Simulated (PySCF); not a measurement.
H₇N₃OSi. Atoms are numbered in the order given.

```xyz
12

N     -1.0737     1.2537    -0.4792
Si    -0.0141    -0.0088     0.0029
N      1.5604     0.5736     0.4424
N      0.0389    -1.0920    -1.3405
O     -0.6005    -0.7632     1.3783
H     -1.4994     1.9020     0.1720
H     -1.1058     1.5804    -1.4374
H      1.9911     1.2955    -0.1275
H      2.2654    -0.0675     0.7956
H     -0.8210    -1.5561    -1.6210
H      0.8219    -1.7352    -1.4082
H     -0.3315    -0.3372     2.2007
```
Charge 0, spin multiplicity 1.

The structure is a stationary point at B3LYP-D3(BJ)/def2-SVP. One conformer was computed; it need not be the lowest.

These are B3LYP/pcSseg-1 (PySCF) values and carry that method's errors.

GIAO shieldings, no solvent; atoms listed in one row are averaged. δ = σ(ref) − σ: ¹⁵N against NH3 (σ = 265.5 ppm); ²⁹Si against TMS (σ = 338.7 ppm); ¹⁷O against H2O (σ = 333.8 ppm); ¹H against TMS (σ = 31.68 ppm), references at their B3LYP-D3(BJ)/def2-TZVP geometries, non-relativistic.

Computed chemical shifts:
| nucleus | atoms | count | δ (ppm) |
|---|---|---|---|
| ¹⁵N | N4 | 1 | 30.9 |
| ¹⁵N | N3 | 1 | 30.0 |
| ¹⁵N | N1 | 1 | 26.2 |
| ²⁹Si | Si2 | 1 | -43.2 |
| ¹⁷O | O5 | 1 | 63.6 |
| ¹H | H12 | 1 | 1.57 |
| ¹H | H10 | 1 | 0.86 |
| ¹H | H7 | 1 | 0.85 |
| ¹H | H9 | 1 | 0.51 |
| ¹H | H8 | 1 | 0.50 |
| ¹H | H6 | 1 | 0.44 |
| ¹H | H11 | 1 | 0.39 |
